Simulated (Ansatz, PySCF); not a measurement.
Ge₂H₆S. Atoms are numbered in the order given.

```xyz
9

Ge     1.7123     0.0000    -0.2498
S      0.0000     0.0000     1.2077
Ge    -1.7123     0.0000    -0.2498
H      2.9878     0.0000     0.6098
H      1.6552    -1.2592    -1.1394
H      1.6552     1.2592    -1.1394
H     -1.6552     1.2592    -1.1394
H     -2.9878     0.0000     0.6098
H     -1.6552    -1.2592    -1.1394
```

Coordinates come from a B3LYP-D3(BJ)/def2-SVP optimisation.

Vertical ionisation energy (IE) and electron affinity (EA) in eV. Rows of orbital energies are one-electron estimates. Where ΔSCF, EOM or ADC give a negative EA the extra electron is unbound and the value depends on the basis.

```csv
level,IE,EA
"−ε(HOMO), −ε(LUMO), PBE0/def2-TZVP (PySCF)",7.19,0.28
"−ε(HOMO), −ε(LUMO), PBE/def2-TZVP (PySCF)",5.99,1.15
"ΔSCF, PBE0/def2-SVPD (Ansatz), final states of multiplicity 2 and 2",9.15,-0.77
"ΔSCF, PBE/def2-SVPD (Ansatz), final states of multiplicity 2 and 2",9.00,-0.58
```

### Question
What vertical singlet–triplet gap does ΔSCF give with PBE0/def2-SVPD (Ansatz, a first-principles code) and with PBE/def2-SVPD (Ansatz)? (An estimate is asked for; the answer gives what the named calculation found.)

### Answer
4.93 and 4.67 eV (triplet above singlet where positive).
